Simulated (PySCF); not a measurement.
H5NO2SSiW, SMILES [S]=[W](=[O])([NH2])[O][SiH3], multiplicity 1. Geometry optimised at B3LYP-D3(BJ)/def2-SVP. The multiplicity is an assumed one; no other spin state was optimised. The structure was generated by enumeration; whether it is a known compound was not checked. The def2 effective core potentials stand for the cores of W; spin–orbit coupling is left out. Other conformers were not sampled.

**Question.** Give the equilibrium geometry at B3LYP-D3(BJ)/def2-SVP (PySCF confirms it by a frequency run) as a Z-matrix. (An estimate is asked for; the answer gives what the named calculation found.)

**Answer.** One answer among several that fit: 
```
O
Si 1 1.6777
H 2 1.4876 1 108.96
H 2 1.4879 3 110.14 1 118.33
H 2 1.4882 3 110.37 4 122.06
W 1 1.8836 2 160.01 3 -91.55
O 6 1.7131 1 109.96 2 94.46
N 6 1.9424 7 107.11 1 -121.15
H 8 1.0182 6 124.92 7 -148.05
H 8 1.0187 9 111.19 6 -169.43
S 6 2.1589 7 110.77 8 -117.73
```
